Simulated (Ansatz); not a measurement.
Relaxation of Ge(NCO)4 (GeC4N4O4) with RKS PBE-D4/def2-SVP.

```sh
$ ansatz run in.yaml --threads 4 --pin off --events-out ev --progress --plain --max-ram 6963MiB
```

```yaml
crystal:
  periodic: [false, false, false]
  atoms:
    - {symbol: Ge, position_ang: [0.009030, -0.006200, -0.011160]}
    - {symbol: N, position_ang: [0.005870, -0.019640, 1.754720]}
    - {symbol: C, position_ang: [-0.003310, -0.008780, 2.946650]}
    - {symbol: O, position_ang: [-0.010750, -0.002470, 4.096020]}
    - {symbol: N, position_ang: [1.674350, -0.005510, -0.595590]}
    - {symbol: C, position_ang: [2.801550, 0.011890, -0.982890]}
    - {symbol: O, position_ang: [3.888130, 0.025480, -1.357450]}
    - {symbol: N, position_ang: [-0.819040, 1.439310, -0.596420]}
    - {symbol: C, position_ang: [-1.392550, 2.412950, -0.976120]}
    - {symbol: O, position_ang: [-1.942710, 3.352160, -1.345390]}
    - {symbol: N, position_ang: [-0.816890, -1.444340, -0.616300]}
    - {symbol: C, position_ang: [-1.413130, -2.410910, -0.978740]}
    - {symbol: O, position_ang: [-1.980560, -3.343930, -1.337340]}
basis:
  gaussian: {orbitals: def2-SVP}
hamiltonian: {xc: pbe, dispersion: d4}
scf: {lower_state_search: "off"}
output: {orbitals: {seedname: orbitals}}
relax: {f_tol: 0.03, max_steps: 70}
```

It took 52 s on 4 threads of Arm Neoverse V1 on a shared host.

Positions (Å) and forces (eV/Å) at steps 1, 2, 4, 7, 8, 9, 10, 11, 12, 13, 14, 15, 16, 17, 19, 20, 21, 22 of 22:

```xyz
13
step=1 energy=-74768.4238 eV
Ge    0.009   -0.006   -0.011    0.000    0.000    0.001
N     0.006   -0.020    1.755    0.007   -0.017   -1.313
C    -0.003   -0.009    2.947    0.009   -0.010   -1.277
O    -0.011   -0.002    4.096   -0.023    0.024    3.282
N     1.674   -0.006   -0.596   -1.217   -0.023    0.417
C     2.802    0.012   -0.983   -1.218   -0.017    0.420
O     3.888    0.025   -1.357    3.105    0.043   -1.069
N    -0.819    1.439   -0.596    0.629   -1.060    0.415
C    -1.393    2.413   -0.976    0.617   -1.050    0.411
O    -1.943    3.352   -1.345   -1.575    2.681   -1.050
N    -0.817   -1.444   -0.616    0.657    1.049    0.379
C    -1.413   -2.411   -0.979    0.642    1.045    0.396
O    -1.981   -3.344   -1.337   -1.632   -2.664   -1.012
13
step=2 energy=-74768.7049 eV
Ge    0.011   -0.007   -0.013   -0.005    0.003    0.006
N     0.006   -0.020    1.767   -0.002   -0.003    0.247
C    -0.004   -0.009    2.977    0.004   -0.006   -0.213
O    -0.013   -0.001    4.153   -0.003    0.005    0.208
N     1.689   -0.006   -0.601    0.230   -0.001   -0.082
C     2.834    0.013   -0.994   -0.198   -0.006    0.067
O     3.946    0.028   -1.376    0.195    0.006   -0.066
N    -0.825    1.450   -0.601   -0.115    0.203   -0.081
C    -1.407    2.438   -0.985    0.105   -0.174    0.063
O    -1.971    3.400   -1.362   -0.102    0.170   -0.063
N    -0.823   -1.456   -0.622   -0.112   -0.199   -0.087
C    -1.430   -2.437   -0.989    0.113    0.169    0.056
O    -2.012   -3.392   -1.354   -0.109   -0.166   -0.056
13
step=4 energy=-74768.7094 eV
Ge    0.011   -0.008   -0.014   -0.005    0.004    0.006
N     0.006   -0.021    1.774    0.000   -0.003    0.000
C    -0.005   -0.009    2.983    0.001   -0.001    0.001
O    -0.014   -0.001    4.162   -0.001    0.002   -0.001
N     1.697   -0.006   -0.604    0.000   -0.003   -0.001
C     2.841    0.013   -0.996    0.001    0.000    0.000
O     3.956    0.029   -1.379   -0.001    0.002    0.001
N    -0.827    1.456   -0.604    0.002    0.001   -0.002
C    -1.411    2.444   -0.987    0.000    0.000   -0.002
O    -1.976    3.407   -1.364   -0.001   -0.001    0.002
N    -0.826   -1.463   -0.626    0.006   -0.001   -0.008
C    -1.433   -2.443   -0.991    0.001   -0.001   -0.001
O    -2.019   -3.399   -1.355   -0.003    0.002    0.005
13
step=7 energy=-74768.7099 eV
Ge    0.022   -0.015   -0.027   -0.004    0.006    0.007
N     0.009   -0.039    1.762    0.007   -0.020   -0.051
C    -0.012   -0.015    2.971   -0.011    0.032    0.031
O    -0.032    0.008    4.150    0.005   -0.014   -0.020
N     1.711   -0.010   -0.611   -0.048   -0.014    0.012
C     2.858    0.025   -0.993    0.030    0.022   -0.004
O     3.976    0.058   -1.367   -0.022   -0.010    0.005
N    -0.815    1.452   -0.614    0.036   -0.037    0.001
C    -1.409    2.439   -0.982   -0.036    0.023    0.014
O    -1.987    3.402   -1.342    0.020   -0.018   -0.004
N    -0.809   -1.469   -0.653    0.029   -0.007   -0.041
C    -1.447   -2.443   -0.984   -0.077   -0.031    0.051
O    -2.066   -3.393   -1.311    0.070    0.069   -0.003
13
step=8 energy=-74768.7101 eV
Ge    0.034   -0.023   -0.041   -0.002    0.011    0.013
N     0.013   -0.059    1.749    0.011   -0.031   -0.054
C    -0.019   -0.020    2.958   -0.019    0.052    0.050
O    -0.051    0.016    4.136    0.010   -0.024   -0.055
N     1.726   -0.016   -0.618   -0.040   -0.022    0.008
C     2.876    0.038   -0.989    0.046    0.037   -0.005
O     3.997    0.089   -1.352   -0.065   -0.018    0.017
N    -0.800    1.448   -0.624    0.039   -0.029   -0.010
C    -1.408    2.433   -0.976   -0.060    0.038    0.023
O    -1.999    3.395   -1.319    0.050   -0.056    0.003
N    -0.791   -1.475   -0.683   -0.059   -0.162   -0.109
C    -1.463   -2.442   -0.975   -0.135   -0.061    0.081
O    -2.115   -3.385   -1.264    0.224    0.265    0.037
13
step=9 energy=-74768.7111 eV
Ge    0.034   -0.023   -0.040   -0.009    0.009    0.016
N     0.012   -0.059    1.748    0.009   -0.024   -0.037
C    -0.019   -0.020    2.957   -0.012    0.035    0.041
O    -0.050    0.014    4.136    0.006   -0.015   -0.045
N     1.725   -0.015   -0.618   -0.032   -0.018    0.005
C     2.875    0.039   -0.989    0.040    0.025   -0.006
O     3.996    0.088   -1.352   -0.053   -0.011    0.015
N    -0.801    1.448   -0.624    0.030   -0.019   -0.008
C    -1.408    2.433   -0.976   -0.044    0.032    0.011
O    -1.998    3.394   -1.322    0.037   -0.046    0.007
N    -0.791   -1.475   -0.682   -0.034   -0.113   -0.084
C    -1.464   -2.440   -0.972   -0.113   -0.074    0.044
O    -2.112   -3.384   -1.266    0.176    0.220    0.042
13
step=10 energy=-74768.7268 eV
Ge    0.060   -0.054   -0.084   -0.026   -0.041   -0.017
N    -0.016   -0.182    1.701   -0.033   -0.020    0.114
C    -0.050   -0.030    2.904    0.029    0.008   -0.051
O    -0.081    0.084    4.077   -0.012    0.002   -0.066
N     1.763   -0.043   -0.614    0.041    0.006    0.016
C     2.914    0.073   -0.967   -0.020   -0.013   -0.016
O     4.036    0.166   -1.316    0.023    0.016    0.006
N    -0.738    1.445   -0.644   -0.007    0.050    0.008
C    -1.405    2.412   -0.940    0.012   -0.031   -0.010
O    -2.035    3.360   -1.244   -0.008    0.001    0.015
N    -0.731   -1.479   -0.835   -0.115   -0.119   -0.032
C    -1.501   -2.415   -0.938    0.151    0.146    0.009
O    -2.215   -3.338   -1.100   -0.035   -0.005    0.026
13
step=11 energy=-74768.7076 eV rejected
Ge    0.085   -0.089   -0.132   -0.049   -0.018    0.061
N    -0.057   -0.288    1.649   -0.053    0.071    0.629
C    -0.078   -0.039    2.844    0.068   -0.054   -0.247
O    -0.100    0.146    4.011   -0.020   -0.049   -0.422
N     1.804   -0.064   -0.608    0.217    0.022   -0.027
C     2.956    0.106   -0.944   -0.086   -0.041   -0.018
O     4.079    0.244   -1.275   -0.095    0.013    0.051
N    -0.684    1.440   -0.658   -0.193    0.329   -0.072
C    -1.401    2.389   -0.905    0.100   -0.150   -0.013
O    -2.070    3.326   -1.168    0.094   -0.149    0.073
N    -0.682   -1.491   -0.968   -1.358   -1.431    0.049
C    -1.535   -2.392   -0.906    0.567    0.491   -0.128
O    -2.317   -3.287   -0.942    0.808    0.965    0.064
13
step=12 energy=-74768.7393 eV
Ge    0.068   -0.078   -0.102    0.059    0.063   -0.002
N    -0.075   -0.256    1.678   -0.030   -0.034    0.105
C    -0.064   -0.027    2.870    0.031    0.013    0.003
O    -0.066    0.146    4.037   -0.009   -0.004   -0.117
N     1.789   -0.061   -0.581   -0.006   -0.002    0.049
C     2.932    0.081   -0.952   -0.021   -0.004   -0.026
O     4.049    0.199   -1.311    0.002    0.011    0.015
N    -0.699    1.450   -0.641    0.013    0.028   -0.002
C    -1.404    2.396   -0.917   -0.008   -0.026   -0.016
O    -2.064    3.330   -1.201    0.010   -0.021    0.022
N    -0.702   -1.483   -0.914   -0.115   -0.106   -0.041
C    -1.508   -2.396   -0.935    0.020   -0.014   -0.024
O    -2.257   -3.301   -1.031    0.055    0.096    0.035
13
step=13 energy=-74768.7490 eV
Ge    0.080   -0.099   -0.117    0.061    0.040    0.007
N    -0.113   -0.339    1.657   -0.026    0.029    0.306
C    -0.069   -0.033    2.836   -0.002    0.019   -0.031
O    -0.053    0.204    3.992    0.003   -0.061   -0.309
N     1.817   -0.076   -0.539    0.024   -0.015    0.031
C     2.950    0.094   -0.931   -0.013    0.003   -0.035
O     4.060    0.237   -1.302   -0.055    0.000    0.031
N    -0.656    1.452   -0.639   -0.038    0.116   -0.020
C    -1.403    2.371   -0.902   -0.014   -0.027    0.006
O    -2.098    3.286   -1.170    0.072   -0.102    0.033
N    -0.685   -1.477   -0.989   -0.375   -0.377   -0.012
C    -1.525   -2.368   -0.933    0.078    0.027   -0.020
O    -2.306   -3.254   -0.963    0.285    0.347    0.016
13
step=14 energy=-74768.7771 eV
Ge    0.103   -0.115   -0.104   -0.016   -0.030    0.004
N    -0.198   -0.412    1.654   -0.021    0.032    0.047
C    -0.092   -0.008    2.801    0.007   -0.021   -0.026
O    -0.030    0.307    3.934    0.000    0.002   -0.055
N     1.865   -0.150   -0.417    0.103   -0.019   -0.004
C     2.945    0.082   -0.921   -0.023    0.016   -0.002
O     4.018    0.274   -1.369   -0.087   -0.013    0.024
N    -0.533    1.491   -0.615   -0.024    0.088   -0.016
C    -1.388    2.319   -0.866    0.014   -0.032    0.005
O    -2.165    3.167   -1.124    0.037   -0.066    0.021
N    -0.683   -1.440   -1.048   -0.038    0.008    0.009
C    -1.525   -2.322   -0.960    0.015   -0.008   -0.009
O    -2.316   -3.194   -0.964    0.034    0.044    0.003
13
step=15 energy=-74768.7541 eV rejected
Ge    0.133   -0.133   -0.076   -0.069   -0.080   -0.013
N    -0.304   -0.477    1.660    0.165    0.418    0.572
C    -0.119    0.029    2.771   -0.043   -0.135   -0.092
O     0.001    0.432    3.876   -0.074   -0.223   -0.645
N     1.921   -0.254   -0.272    1.007    0.272   -0.596
C     2.928    0.064   -0.908   -0.163   -0.039    0.139
O     3.946    0.326   -1.461   -0.938   -0.256    0.504
N    -0.372    1.537   -0.585   -1.024    0.746   -0.236
C    -1.358    2.244   -0.825    0.165   -0.058    0.027
O    -2.245    2.996   -1.072    0.902   -0.761    0.245
N    -0.680   -1.384   -1.114    0.117    0.189    0.095
C    -1.526   -2.260   -1.004    0.000   -0.025    0.010
O    -2.327   -3.120   -0.991   -0.045   -0.046   -0.010
13
step=16 energy=-74768.7910 eV
Ge    0.113   -0.115   -0.090    0.002   -0.005    0.009
N    -0.250   -0.420    1.657   -0.021    0.035    0.032
C    -0.109    0.002    2.794    0.005   -0.017   -0.016
O    -0.021    0.337    3.920   -0.001   -0.002   -0.041
N     1.889   -0.203   -0.339    0.089   -0.012   -0.023
C     2.922    0.073   -0.920   -0.005    0.008    0.004
O     3.961    0.298   -1.428   -0.098   -0.014    0.029
N    -0.451    1.522   -0.608   -0.033    0.057   -0.012
C    -1.362    2.293   -0.856    0.010   -0.013    0.002
O    -2.185    3.097   -1.111    0.045   -0.066    0.018
N    -0.694   -1.402   -1.070   -0.007    0.030    0.001
C    -1.517   -2.300   -0.976    0.009   -0.008   -0.001
O    -2.296   -3.183   -0.974    0.005    0.008   -0.003
13
step=17 energy=-74768.7965 eV
Ge    0.130   -0.113   -0.072   -0.026   -0.003    0.012
N    -0.303   -0.419    1.662    0.019    0.070    0.083
C    -0.130    0.015    2.793    0.013   -0.019   -0.002
O    -0.018    0.363    3.912   -0.019   -0.035   -0.121
N     1.917   -0.256   -0.262    0.336    0.093   -0.224
C     2.899    0.060   -0.922   -0.016   -0.001    0.029
O     3.897    0.319   -1.498   -0.370   -0.100    0.204
N    -0.371    1.548   -0.597   -0.246    0.198   -0.062
C    -1.335    2.262   -0.844    0.056   -0.019    0.004
O    -2.204    3.018   -1.099    0.226   -0.206    0.067
N    -0.701   -1.358   -1.090   -0.006    0.002    0.016
C    -1.507   -2.273   -0.992    0.015    0.001    0.000
O    -2.274   -3.165   -0.989    0.018    0.019   -0.006
13
step=19 energy=-74768.8032 eV
Ge    0.110   -0.090   -0.047    0.016   -0.003   -0.028
N    -0.348   -0.374    1.681   -0.007    0.013    0.005
C    -0.118    0.004    2.821    0.008    0.005    0.015
O     0.040    0.307    3.946   -0.003   -0.009   -0.022
N     1.896   -0.284   -0.225   -0.009   -0.002    0.024
C     2.845    0.050   -0.917   -0.013   -0.003    0.012
O     3.813    0.323   -1.526    0.032    0.009   -0.024
N    -0.334    1.582   -0.592    0.007   -0.017    0.023
C    -1.302    2.272   -0.877    0.004   -0.002    0.003
O    -2.175    3.005   -1.168   -0.017    0.016   -0.011
N    -0.742   -1.307   -1.077   -0.052   -0.036    0.006
C    -1.485   -2.275   -1.000    0.013   -0.001   -0.004
O    -2.198   -3.211   -1.019    0.021    0.029    0.000
13
step=20 energy=-74768.8035 eV
Ge    0.100   -0.080   -0.041    0.005    0.019   -0.002
N    -0.371   -0.353    1.685    0.004    0.033    0.119
C    -0.111   -0.003    2.828    0.009   -0.018   -0.017
O     0.075    0.275    3.957   -0.021   -0.019   -0.088
N     1.887   -0.294   -0.202   -0.052   -0.008    0.026
C     2.823    0.048   -0.910    0.009   -0.007   -0.014
O     3.780    0.326   -1.534    0.046    0.015   -0.023
N    -0.322    1.598   -0.586    0.004   -0.034    0.020
C    -1.289    2.281   -0.892    0.022   -0.012   -0.015
O    -2.160    3.008   -1.204   -0.029    0.027   -0.003
N    -0.771   -1.285   -1.071   -0.105   -0.118    0.003
C    -1.479   -2.281   -1.002    0.026   -0.011   -0.011
O    -2.161   -3.241   -1.029    0.081    0.132    0.005
13
step=21 energy=-74768.8040 eV
Ge    0.098   -0.079   -0.039    0.011    0.006   -0.011
N    -0.373   -0.353    1.687    0.001    0.019    0.052
C    -0.110   -0.005    2.829    0.006   -0.009   -0.002
O     0.077    0.273    3.958   -0.010   -0.010   -0.045
N     1.884   -0.292   -0.205   -0.031   -0.001    0.019
C     2.823    0.046   -0.911    0.001   -0.005    0.000
O     3.782    0.321   -1.533    0.032    0.009   -0.019
N    -0.327    1.598   -0.584    0.002   -0.022    0.017
C    -1.291    2.283   -0.894    0.008    0.000   -0.010
O    -2.159    3.013   -1.208   -0.015    0.014   -0.003
N    -0.771   -1.284   -1.071   -0.057   -0.052    0.005
C    -1.476   -2.281   -1.001    0.012   -0.010   -0.007
O    -2.157   -3.241   -1.027    0.038    0.062    0.003
13
step=22 energy=-74768.8048 eV
Ge    0.085   -0.071   -0.037   -0.001    0.001    0.000
N    -0.379   -0.347    1.691   -0.001    0.001   -0.001
C    -0.100   -0.013    2.833    0.001    0.000    0.000
O     0.099    0.254    3.961    0.002   -0.002    0.000
N     1.870   -0.287   -0.209   -0.002    0.000   -0.001
C     2.817    0.041   -0.908   -0.003    0.001    0.001
O     3.784    0.306   -1.524    0.001   -0.002    0.000
N    -0.341    1.607   -0.573   -0.001    0.001    0.002
C    -1.294    2.297   -0.905    0.000    0.000   -0.002
O    -2.152    3.030   -1.235    0.001    0.001   -0.002
N    -0.796   -1.268   -1.067   -0.002    0.001    0.000
C    -1.469   -2.286   -1.000    0.001    0.000    0.002
O    -2.124   -3.263   -1.028    0.003   -0.001    0.000
```
